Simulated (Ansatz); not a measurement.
Reaction (substitution at a C–Se bond): `O=C([SiH3])[SeH]` + `OCO` → `O=C([SiH3])OCO` + H₂Se

Isolated molecules relaxed with PBE0-D4/def2-TZVP in Ansatz; ΔE leaves out vibrations. CCSD(T)/CBS adds triple-zeta CCSD(T) − MP2 to the extrapolated MP2 energy (def2 sets, frozen cores). This one scheme is used for every species. Functionals use def2-TZVPP. For Se outer-core shells are correlated without core-valence functions, which leaves a few kJ/mol of doubt a bond. Scalar relativity is left out up to krypton. Each species was taken in one conformer, which may not be the lowest.

CCSD(T)/CBS gives -36.4 kJ/mol.

Another level gave -36.8 kJ/mol. Which?
A. ωB97M-V/def2-TZVPP
B. PBE-D4/def2-TZVPP
C. PBE0-D4/def2-TZVPP
D. HF/def2-TZVPP

C. PBE0-D4 -36.8, PBE-D4 -27.4, ωB97M-V -46.9, HF/def2-TZVPP -58.3 kJ/mol.

Largest T1 diagnostic among the species: 0.015.

From PBE to PBE0 (25 % exact exchange), in def2-TZVPP and without D4, ΔE moves by −9.5 kJ/mol. In def2-TZVPP, CCSD(T) changes the Hartree–Fock value by +17.0 kJ/mol (the triples alone add +2.5 kJ/mol) and MP2 by +22.3 kJ/mol.
